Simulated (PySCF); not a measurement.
Below is a simulated gas-phase N 1s photoelectron spectrum of `CC#[N+][BH2-]N`.

Every computed line was given a Gaussian of 0.5 eV full width at half maximum and an area set by the number of equivalent atoms; the highest printed point is 100. Method: delta-SCF UKS SCAN, pcX-2 on the ionised atom, pcseg-1 elsewhere, spin-free X2C in PySCF 2.14.0.

binding energy (eV), intensity and a bar:
```
    402.7          1 
    402.8          2 #
    402.9          7 ##
    403.0         19 ######
    403.1         40 ############
    403.2         68 ####################
    403.3         92 ############################
    403.4        100 ##############################
    403.5         87 ##########################
    403.6         61 ##################
    403.7         34 ##########
    403.8         15 #####
    403.9          5 ##
    404.0          2 
    404.1          0 
    404.2          0 
    404.3          0 
    404.4          0 
    404.5          0 
    404.6          0 
    404.7          0 
    404.8          0 
    404.9          0 
    405.0          0 
    405.1          0 
    405.2          0 
    405.3          0 
    405.4          0 
    405.5          1 
    405.6          3 #
    405.7          9 ###
    405.8         23 #######
    405.9         46 ##############
    406.0         75 ######################
    406.1         96 #############################
    406.2         99 ##############################
    406.3         81 ########################
    406.4         54 ################
    406.5         29 #########
    406.6         12 ####
    406.7          4 #
    406.8          1 
    406.9          0
```

Count the maxima, the lines and the sites behind this envelope.

The curve has 2 maxima (at 403.4 and 406.2 eV). Under it lie 2 lines from 2 inequivalent nitrogen sites.

Decompose the envelope and assign each component. Numbering: `[CH3:1][C:2]#[N+:3][BH2-:4][NH2:5]`.

```
position (eV)  relative area  line  atoms                 environment
       403.39              1  N 1s     N5        boron-bound nitrogen
       406.16              1  N 1s     N3  nitrogen bonded to B and C
```

What are the centre and the root-mean-square width of the whole band?

The area-weighted mean of the lines is 404.78 eV. Their own spread about it is 1.39 eV (rms) and each Gaussian has σ = 0.5/2.355 = 0.21 eV; the variances add, which gives 1.40 eV.

Above which line width would these two lines show one maximum?

Two equal Gaussians merge once their distance is under 2σ = FWHM/1.177. With 2.78 eV between them that is a full width over 3.27 eV.

The listed N 1s values span 2.77 eV, from N5 (bonded to 2 H and B) to N3 (bonded to C (triple bond) and B). Summing the Pauling electronegativity differences to the bonded atoms, each weighted by its formal bond order, gives -2.68 for the lowest site and -2.47 for the highest.

The curve has no shake-up lines and no vibrational structure. The unrestricted hole states depart most from a pure doublet (⟨S²⟩ = 0.75; over 0.85 named) for N 1s of N3 (0.86), which makes this value less certain. Geometry: PBE0-D3(BJ)/def2-SVP, one conformer, isolated molecule.

The values belong to the conformer `[CH3:1][C:2]#[N+:3][BH2-:4][NH2:5]`: H–N5–B4–N3 76°, H–N5–B4–N3 -76°.
